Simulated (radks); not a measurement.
Task: Species: Cl I. Configuration: [Ne] 3s2 3p5 (the NIST ground configuration). Method: non-relativistic Kohn-Sham, PBEsol, spin-polarised, spherical densities, point nucleus; open shells are filled with parallel spins first; computed with a radial shooting solver on a logarithmic mesh with Libxc functionals. Some entries of the table are withheld. Estimate them.

orbital  occ.  eigenvalue (hartree)  r(max) (bohr)
1s up       1             -100.5489        0.05997
1s down     1             -100.5428        0.05997
2s up       1              -9.20630            (1)
2s down     1              -9.20053            (2)
2p up       3              -7.03494         0.3024
2p down     3              -7.02696         0.3025
3s up       1              -0.76768          1.286
3s down     1              -0.73274          1.287
3p up       3              -0.32961          1.429
3p down     2              -0.29802          1.434

Result: 
(1) 2s up r(max) (bohr): 0.3641
(2) 2s down r(max) (bohr): 0.3642
